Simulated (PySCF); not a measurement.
## Static response to an electric field

Species: B(H2O)Cl3.
Geometry (PBE0-D3(BJ)/def2-SVP, Å), atoms numbered from 1 in this order:
```xyz
7
BCl3H2O angstrom
B      0.144   -0.055   -0.607
O      0.192    0.035    1.045
H     -0.415   -0.659    1.358
H     -0.197    0.899    1.268
Cl     1.838   -0.265   -1.147
Cl    -0.619    1.543   -1.047
Cl    -0.942   -1.497   -0.869
```

Level: wB97X-D/def2-SVPD (PySCF), static field, nuclei fixed, core orbitals frozen in the response. The polarisability tensor in these axes (au):

```
x   65.23  0.01 -1.95
y    0.01 66.09 -0.31
z   -1.95 -0.31 56.60
```

Question: What are the eigenvalues, a third of the trace, and Δα (Δα² = ½Σ(αi − αj)² over the three pairs)?

Answer: Principal values 56.17, 65.64 and 66.11 au; mean 62.64 au = 9.28 Å³ = 10.33 × 10⁻⁴⁰ C²·m²/J; Δα = 9.71 au (16 % of the mean).

Question: What is the dipole moment, and where does it point?

Answer: (-1.23, 0.43, 4.45) D, 4.64 D in size, pointing from the negative to the positive side. Measured along this direction, the outermost atoms are Cl5 at the negative end and H4 and H3 at the positive end.

Question: How large is μ²/3kT at 250 K beside α?

Answer: In Gaussian units μ²/3kT = 207.78 Å³ against 9.28 Å³, a ratio of 22.38; the Debye molar polarisation (4π/3)N_A(α + μ²/3kT) is 547.6 cm³/mol, leaving out the vibrational part.

Question: Give the eigenvalues of the traceless quadrupole moment Θ = ½Σq(3rr − r²1), origin at the centre of nuclear charge.

Answer: -8.02, -4.24, 12.25 D·Å. The values depend on the origin, since the dipole doesn't vanish. The electronic extent ⟨r²⟩ about the same centre is 818 bohr², a root-mean-square distance of 1.86 Å for the 66 electrons.

Question: Sum over states: ᾱ = Σ f/ω², ω in Eh. What share falls to these 10 lowest TDDFT singlets (eV, f)? 7.21, 0.0001; 7.72, 0.0216; 7.76, 0.0145; 8.16, 0.0267; 8.28, 0.0135; 8.34, 0.0003; 8.53, 0.2089; 8.77, 0.0161; 8.90, 0.1470; 8.93, 0.0978.

Answer: They add up to 5.46 au, 8.7 % of the 62.64 au; the largest single term is 2.13 au, from the state at 8.53 eV. Terms in order: 0.00, 0.27, 0.18, 0.30, 0.15, 0.00, 2.13, 0.16, 1.38, 0.91 au. Higher excitations give the rest. The strengths listed sum to 0.546.

Isolated species at its PBE0-D3(BJ)/def2-SVP geometry, gas phase.

wB97X-D is run here without its empirical dispersion term; that term would change no orbital, density or response property at a fixed geometry.
